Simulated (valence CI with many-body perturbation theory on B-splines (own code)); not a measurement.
**Hg LVIII: E2, M1 decay**

Level of theory: relativistic CI+MBPT: five valence electrons over a frozen Dirac-Fock core [Ar], a basis of 7 s, 7 p, 8 d, 6 f, 4 g, 1 h functions for each j, with the one-electron correlation potential Σ1, the two-electron term Σ2, the three-electron term Σ3, Breit, model QED; selected CI, second order for the rest (own B-spline code, finite nucleus).

The last digits are not significant, and no measured levels were compared; by estimate large intervals hold to a few tenths of a per cent, small ones and those within an open d or f shell to about a per cent. The list stops below the first excitations out of the core. Only levels of the ground parity were solved; by the run's estimate the other parity begins above the list, which can be wrong where configurations are misplaced.

Lines 1 to 50 of 86 in falling wavelength, among levels below 277.02 eV, chosen from the decays that carry over 1 % of a level's rate. Wavelengths and rates use the calculated energies. Electric multipoles are in the length gauge, E1 and E2 with the static RPA response of the core. S is in atomic units (e²a₀⁴ for E2 and M2, e²a₀⁶ for E3), for M1 in squared Bohr magnetons. Weak lines are less certain than strong ones. Lines between different terms over intervals too small for the method are left out, as are lines whose strength nearly cancels. The highest levels of a list are the least certain.

Levels are named by their leading jj configuration (3d3/2^4 stands for four electrons in 3d with j = 3/2), which in mixed levels can hold well under half, so a name can repeat and another be missing. Letters in brackets count levels of one name in rising energy.

```
λ vac (nm)                        Upper                        Lower  Type   A (s⁻¹)  S (a.u.)
      1169     (3d3/2^3 3d5/2^2) J=11/2  (3d3/2^3 3d5/2^2) J=7/2 [a]    E2  3.65e-09  8.55e-06
     187.0      (3d3/2^3 3d5/2^2) J=9/2     (3d3/2^3 3d5/2^2) J=11/2    M1  1.14e+03  2.75e+00
     161.2      (3d3/2^3 3d5/2^2) J=9/2  (3d3/2^3 3d5/2^2) J=7/2 [a]    M1  1.98e+03  3.07e+00
     126.1  (3d3/2^3 3d5/2^2) J=5/2 [b]  (3d3/2^3 3d5/2^2) J=3/2 [a]    M1  3.17e+03  1.41e+00
     83.81      (3d3/2^3 3d5/2^2) J=1/2  (3d3/2^3 3d5/2^2) J=3/2 [a]    M1  3.22e+04  1.41e+00
     73.33  (3d3/2^3 3d5/2^2) J=7/2 [b]  (3d3/2^3 3d5/2^2) J=7/2 [a]    M1  5.06e+03  5.91e-01
     50.27  (3d3/2^3 3d5/2^2) J=5/2 [b]  (3d3/2^3 3d5/2^2) J=5/2 [a]    M1  4.95e+04  1.40e+00
     49.57  (3d3/2^3 3d5/2^2) J=3/2 [b]  (3d3/2^3 3d5/2^2) J=5/2 [b]    M1  1.51e+04  2.72e-01
     36.38  (3d3/2^2 3d5/2^3) J=3/2 [c]  (3d3/2^2 3d5/2^3) J=5/2 [c]    M1  8.06e+04  5.76e-01
     35.58  (3d3/2^3 3d5/2^2) J=3/2 [b]  (3d3/2^3 3d5/2^2) J=3/2 [a]    M1  4.07e+04  2.72e-01
     24.96  (3d3/2^3 3d5/2^2) J=3/2 [b]  (3d3/2^3 3d5/2^2) J=5/2 [a]    M1  3.02e+04  6.96e-02
     24.81  (3d3/2^2 3d5/2^3) J=5/2 [d]  (3d3/2^2 3d5/2^3) J=5/2 [b]    M1  1.38e+05  4.70e-01
     20.44  (3d3/2^2 3d5/2^3) J=5/2 [d]  (3d3/2^2 3d5/2^3) J=7/2 [a]    M1  1.35e+05  2.56e-01
     18.00  (3d3/2^2 3d5/2^3) J=1/2 [a]  (3d3/2^3 3d5/2^2) J=3/2 [b]    M1  1.16e+06  4.99e-01
     17.68  (3d3/2^2 3d5/2^3) J=3/2 [a]  (3d3/2^3 3d5/2^2) J=3/2 [b]    M1  4.06e+05  3.33e-01
     17.45  (3d3/2^2 3d5/2^3) J=5/2 [b]  (3d3/2^3 3d5/2^2) J=3/2 [b]    M1  5.73e+05  6.77e-01
     15.10  (3d3/2^2 3d5/2^3) J=3/2 [b]  (3d3/2^3 3d5/2^2) J=3/2 [b]    M1  7.18e+04  3.66e-02
     15.08  (3d3/2^2 3d5/2^3) J=5/2 [c]  (3d3/2^3 3d5/2^2) J=3/2 [b]    M1  2.85e+06  2.17e+00
     14.92  (3d3/2^2 3d5/2^3) J=9/2 [a]  (3d3/2^3 3d5/2^2) J=7/2 [b]    M1  9.51e+05  1.17e+00
     14.52  (3d3/2^2 3d5/2^3) J=7/2 [a]  (3d3/2^3 3d5/2^2) J=5/2 [b]    M1  1.96e+06  1.78e+00
     14.52  (3d3/2^2 3d5/2^3) J=5/2 [a]  (3d3/2^3 3d5/2^2) J=3/2 [a]    M1  5.07e+05  3.45e-01
     14.12  (3d3/2^2 3d5/2^3) J=5/2 [a]  (3d3/2^3 3d5/2^2) J=7/2 [a]    M1  1.57e+06  9.84e-01
     13.94  (3d3/2^2 3d5/2^3) J=1/2 [a]      (3d3/2^3 3d5/2^2) J=1/2    M1  4.42e+06  8.88e-01
     13.91  (3d3/2^3 3d5/2^2) J=5/2 [a]        (3d3/2^4 3d5/2) J=5/2    M1  1.15e+07  6.92e+00
     13.86  (3d3/2^2 3d5/2^3) J=1/2 [b]  (3d3/2^3 3d5/2^2) J=3/2 [b]    M1  3.08e+05  6.08e-02
     13.79  (3d3/2^2 3d5/2^3) J=7/2 [a]      (3d3/2^3 3d5/2^2) J=9/2    M1  2.96e+06  2.30e+00
     13.78     (3d3/2^2 3d5/2^3) J=11/2      (3d3/2^3 3d5/2^2) J=9/2    M1  1.21e+06  1.41e+00
     13.75  (3d3/2^2 3d5/2^3) J=3/2 [a]      (3d3/2^3 3d5/2^2) J=1/2    M1  1.09e+06  4.19e-01
     13.57  (3d3/2^2 3d5/2^3) J=5/2 [b]  (3d3/2^3 3d5/2^2) J=7/2 [b]    M1  1.13e+06  6.27e-01
     13.43  (3d3/2^2 3d5/2^3) J=9/2 [a]      (3d3/2^3 3d5/2^2) J=9/2    M1  1.06e+05  9.56e-02
     13.03  (3d3/2^2 3d5/2^3) J=3/2 [a]  (3d3/2^3 3d5/2^2) J=5/2 [b]    M1  3.84e+06  1.26e+00
     12.91  (3d3/2^2 3d5/2^3) J=5/2 [b]  (3d3/2^3 3d5/2^2) J=5/2 [b]    M1  4.33e+06  2.07e+00
     12.84     (3d3/2^2 3d5/2^3) J=11/2     (3d3/2^3 3d5/2^2) J=11/2    M1  7.46e+06  7.02e+00
     12.77  (3d3/2^2 3d5/2^3) J=9/2 [b]  (3d3/2^3 3d5/2^2) J=7/2 [b]    M1  1.27e+06  9.79e-01
     12.70  (3d3/2^2 3d5/2^3) J=7/2 [a]  (3d3/2^3 3d5/2^2) J=7/2 [a]    M1  4.62e+06  2.81e+00
     12.53  (3d3/2^2 3d5/2^3) J=9/2 [a]     (3d3/2^3 3d5/2^2) J=11/2    M1  2.98e+06  2.17e+00
     12.43  (3d3/2^2 3d5/2^3) J=7/2 [b]  (3d3/2^3 3d5/2^2) J=7/2 [b]    M1  1.38e+06  7.85e-01
     12.40  (3d3/2^2 3d5/2^3) J=9/2 [a]  (3d3/2^3 3d5/2^2) J=7/2 [a]    M1  4.60e+06  3.25e+00
     12.37  (3d3/2^2 3d5/2^3) J=5/2 [a]  (3d3/2^3 3d5/2^2) J=5/2 [a]    M1  2.06e+07  8.67e+00
     12.21  (3d3/2^3 3d5/2^2) J=7/2 [a]        (3d3/2^4 3d5/2) J=5/2    M1  5.15e+06  2.78e+00
     12.17     (3d3/2^2 3d5/2^3) J=13/2     (3d3/2^3 3d5/2^2) J=11/2    M1  1.65e+06  1.54e+00
     12.13  (3d3/2^2 3d5/2^3) J=3/2 [b]      (3d3/2^3 3d5/2^2) J=1/2    M1  7.55e+05  2.00e-01
     12.09  (3d3/2^2 3d5/2^3) J=5/2 [c]  (3d3/2^3 3d5/2^2) J=7/2 [b]    M1  4.84e+06  1.90e+00
     11.95  (3d3/2^2 3d5/2^3) J=1/2 [a]  (3d3/2^3 3d5/2^2) J=3/2 [a]    M1  1.06e+07  1.34e+00
     11.93  (3d3/2^3 3d5/2^2) J=3/2 [a]        (3d3/2^4 3d5/2) J=5/2    M1  1.15e+07  2.90e+00
     11.88  (3d3/2^2 3d5/2^3) J=7/2 [b]  (3d3/2^3 3d5/2^2) J=5/2 [b]    M1  2.30e+05  1.14e-01
     11.81  (3d3/2^2 3d5/2^3) J=3/2 [a]  (3d3/2^3 3d5/2^2) J=3/2 [a]    M1  1.04e+07  2.54e+00
     11.71  (3d3/2^2 3d5/2^3) J=5/2 [b]  (3d3/2^3 3d5/2^2) J=3/2 [a]    M1  1.70e+06  6.07e-01
     11.67  (3d3/2^2 3d5/2^3) J=9/2 [b]      (3d3/2^3 3d5/2^2) J=9/2    M1  7.74e+06  4.56e+00
     11.57  (3d3/2^2 3d5/2^3) J=3/2 [b]  (3d3/2^3 3d5/2^2) J=5/2 [b]    M1  3.14e+06  7.22e-01
```
